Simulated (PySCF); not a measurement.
Excitation energy of Au⁺ by level of theory

Au⁺ [Xe] 4f14 5d10 (1S) → Au⁺ [Xe] 4f14 5d9 6s1 (3D), as a difference of total energies. Computed with PySCF 2.14 in def2-QZVPPD with the def2 core potential (60 electrons), with a scalar-relativistic core potential. Correlated levels: valence and next inner shell: nothing frozen outside the core potential. The calculations carry no spin-orbit coupling.

```csv
method,excitation energy (eV)
UHF,2.104
MP2 (valence and next inner shell),2.456
SCS-MP2 (valence and next inner shell),2.515
CCSD (valence and next inner shell),2.360
CCSD(T) (valence and next inner shell),2.392
```

Question: How much does correlation contribute at CCSD(T) (valence and next inner shell)?

Answer: 2.392 − (2.104) = 0.288 eV, measured against UHF.
